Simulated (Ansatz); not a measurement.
Total energies of CH$_{5}$ISi, SMILES `[SiH3]CI`.

```xyz
8

Si   -0.2810    0.6355    0.6598
C     0.2733   -0.7797   -0.4410
I     0.4970   -0.0870   -2.4545
H     0.7355    1.7154    0.6304
H    -0.4295    0.1358    2.0553
H    -1.5860    1.1545    0.1824
H    -0.4517   -1.5911   -0.4805
H     1.2423   -1.1833   -0.1519
```

Charge 0, multiplicity 1. Correlated methods include outer-core shells of I, which these sets cover unevenly. I: def2 effective core potential. Geometry: relaxed with PBE0-D4/def2-TZVP. Basis def2-TZVPP, Ansatz 0.2.0.

RPA on PBE orbitals: Hartree–Fock energy of these orbitals -626.35803 Eh, correlation -1.18460 Eh (frozen core).

```
             functional  energy without D4 (Eh)  D4 term (kJ/mol)
            LDA (SPW92)              -626.34828                 –
                    PBE              -628.10636             -16.8
                   BLYP              -628.24511             -36.7
                 r2SCAN              -628.39546              -3.7
                  B3LYP              -628.45715             -27.6
                r2SCAN0              -628.36411              -4.6
HSE06 (plane-wave form)              -628.16067             -13.4
              CAM-B3LYP              -628.31739             -14.6
                LC-ωPBE              -628.25611                 –
                ωB97M-V              -628.26156                 –
```

**Question.** Give the same for revPBE, B97M-V, PBE0, r2SCANh, BHLYP, ωB97X-V, B2PLYP, PBE-QIDH. (Estimate.)

**Answer.** Ansatz gave: 
```
functional  energy without D4 (Eh)  D4 term (kJ/mol)
    revPBE              -628.30062             -46.6
    B97M-V              -628.24488                 –
      PBE0              -628.17178             -14.2
   r2SCANh              -628.38263              -4.1
     BHLYP              -628.25910             -23.4
   ωB97X-V              -628.26587                 –
    B2PLYP              -628.00450                 –
  PBE-QIDH              -627.93069                 –
```

B3LYP takes the VWN-RPA correlation (the form of Gaussian; ORCA's B3LYP/G). HSE06 is the plane-wave form, built on full-range PBE exchange. The double hybrids freeze the cores in their second-order part.

LC-ωPBE has ω = 0.4 bohr⁻¹.
